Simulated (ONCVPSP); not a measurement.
Scattering properties, ONCV potential for Sb

- Element: Sb
- Generator: ONCVPSP 4.0.1
- Type: optimised norm-conserving Vanderbilt (ONCV)
- Functional: LDA (Perdew-Zunger)
- Relativity: non-relativistic
- Frozen core: [Kr]
- Valence charge: 15
- Reference configuration: 4d10 5s2 5p3
- Partial waves: 5s: rc 1.70 bohr, ncon 5, nbas 10, qcut 3.9 1/bohr, 2 projectors, debl 3.3 Ha; 5p: rc 2.55 bohr, ncon 4, nbas 8, qcut 3.9 1/bohr, 2 projectors, debl 4.85 Ha; 4d: rc 1.20 bohr, ncon 4, nbas 9, qcut 11.2 1/bohr, 2 projectors, debl 2.5 Ha
- Local potential: polynomial inside 0.95 bohr (lpopt 4, dvloc0 0 Ha)
- Core correction: Teter function, fcfact 3.75, rcfact 1

The phase is arctan(r·R′/R) of the radial function R(r), unwrapped; energies in Ha, scanned from -3 to 5 Ha. A pole is an energy at which the radial function vanishes at the test radius. The pseudo phase is shifted by a multiple of π to meet the all-electron one at the reference energy, and phase errors are pseudo minus all-electron; the curves can meet again beyond the range given. Levels narrower than the energy grid can be missing from the lists of poles.

**Question.** For each channel, where are the poles, and over which energies does the pseudopotential scatter like the atom?

**Answer.**

| channel | radius (bohr) | reference energy (Ha) | poles, all-electron | poles, pseudo | unbroken range about the reference energy with phases within 0.05 rad | phase error 1 Ha above the reference energy (rad) |
| --- | --- | --- | --- | --- | --- | --- |
| s | 1.72 | -0.45 | 3.60 | 3.60 | the whole range | +0.000 |
| p | 2.59 | -0.19 | 0.78 | 0.74, 2.27 | below 1.5 | -0.009 |
| d | 1.22 | -1.30 | 0.85 | 0.85 | the whole range | -0.000 |

Note: ghosts flagged at negative energy: s at -107.6 eV; GHOST(+) flagged for p at 58.5 eV, s at 274.7 eV. A true bound ghost makes a file unfit for plane-wave use.

Phases in the p channel:

```tsv
E (Ha)	all-electron	pseudo
-2.98	1.366	1.364
-2.54	1.340	1.338
-2.10	1.302	1.300
-1.66	1.242	1.239
-1.22	1.124	1.120
-0.78	0.788	0.782
-0.34	-0.512	-0.514
0.10	-1.293	-1.294
0.54	-1.506	-1.511
0.98	-1.619	-1.632
1.42	-1.723	-1.763
1.86	-1.890	-2.162
2.30	-2.457	-4.787
2.74	-4.014	-6.822
3.18	-4.429	-7.555
3.62	-4.558	-7.698
4.06	-4.623	-7.764
4.50	-4.666	-7.807
4.94	-4.699	-7.840
```
